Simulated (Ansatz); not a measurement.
Cost and result for the atomization energy of `C[Si]1(F)CS1` (10 atoms, 10 bonds).

| atom | x (Å) | y (Å) | z (Å) |
| --- | --- | --- | --- |
| C1 | -0.8050 | 1.3355 | -0.3347 |
| Si2 | 0.5159 | 0.0525 | -0.2580 |
| F3 | 1.9335 | 0.7773 | -0.3375 |
| C4 | 0.4237 | -1.4808 | 0.7234 |
| S5 | 0.3125 | -1.8069 | -1.1390 |
| H6 | -0.6630 | 2.0805 | 0.4515 |
| H7 | -0.7805 | 1.8477 | -1.2989 |
| H8 | -1.7834 | 0.8685 | -0.2141 |
| H9 | -0.4800 | -1.7722 | 1.2507 |
| H10 | 1.3263 | -1.9021 | 1.1566 |

Charge 0, multiplicity 1. Geometry: relaxed with PBE0-D4/def2-TZVP. Program: Ansatz. All runs use 4 threads of an Arm Neoverse V1 on a shared host. Times are those of one run each, without the atoms' runs, and a repeat can differ threefold. Electronic energies, without spin–orbit coupling; frozen cores. CCSD(T)/CBS adds CCSD(T) − MP2 in def2-TZVPP to the MP2 limit, and its time is that of the two runs behind it. T1 = 0.012. B3LYP takes the VWN-RPA correlation (the form of Gaussian; ORCA's B3LYP/G).

CCSD(T)/CBS is a level of theory with its own doubt, some kJ/mol a heavy atom from the limit and from the frozen cores, so smaller differences don't rank the functionals.

```tsv
level	functions	wall time	atomization (kJ/mol)	difference from CCSD(T)/CBS	per bond
PBE-D4/def2-TZVPP (with forces)	247	2.6 s	3935.1	70.1	7.0
PBE0-D4/def2-TZVPP	247	3.2 s	3874.4	9.4	0.9
B3LYP-D4/def2-TZVPP (with forces)	247	4.9 s	3842.5	-22.5	-2.2
r2SCAN-D4/def2-TZVPP (with forces)	247	5.5 s	3885.5	20.5	2.1
B2PLYP/def2-TZVPP	247	6 s	3811.7	-53.3	-5.3
ωB97X-V/def2-TZVPP	247	8 s	3878.2	13.2	1.3
ωB97M-V/def2-TZVPP (with forces)	247	12 s	3880.3	15.3	1.5
MP2/def2-QZVPP	461	22 s	3903.5	38.5	3.9
CCSD(T)/def2-TZVPP	247	2.3 min	3757.0	-108.0	-10.8
CCSD(T)/CBS(def2)	–	2.7 min	3865.0	0.0	0.0
```

From PBE to PBE0 (25 % exact exchange), in def2-TZVPP and without D4, the atomization energy moves by −57.1 kJ/mol: exact exchange takes away binding that semilocal exchange gives to molecules. The D4 term adds +37.8 kJ/mol with B3LYP and +19.7 kJ/mol with PBE0; it sums over pairs of atoms, weighted by their polarisabilities, and B3LYP, whose exchange is more repulsive, gets the larger term. In def2-TZVPP, CCSD(T) changes the Hartree–Fock value by +912.0 kJ/mol (the triples alone add +61.3 kJ/mol) and MP2 by +994.3 kJ/mol; breaking electron pairs costs correlation energy, which Hartree–Fock lacks.
